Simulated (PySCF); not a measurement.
Problem. Give a PBE0-D3(BJ)/def2-SVP geometry of `BrC1=NC=NN1`.

Solution. 
Z-matrix in Å and degrees, rows numbered from 1:
```
Br
C   1  1.8542
N   2  1.3068  1  127.29
C   3  1.3576  2  102.38  1  -179.83
N   4  1.3187  3  115.03  2    -0.02
N   5  1.3358  4  102.35  3    -0.00
H   4  1.0893  3  123.13  2   179.96
H   6  1.0131  2  128.68  1    -0.36
```

N5 (pyridine-type nitrogen) is bent (angle 102.3°). The C–N distances run from 1.307 Å (C2–N3, aromatic) to 1.358 Å (N3–C4, aromatic), a spread of 0.051 Å. The 5-membered ring C2–N3–C4–N5–N6 has internal angles of 102.3° to 115.0°; it is planar, 0.00 Å rms from its mean plane, widest ring torsion 0°. The 6 heavy atoms lie in one plane (0.001 Å rms).

Method used: PBE0-D3(BJ)/def2-SVP geometry optimisation, gas phase (PySCF).

Point group: Cs (tolerance 0.08 Å). Not checked by PBE0-D3(BJ)/def2-SVP frequencies.
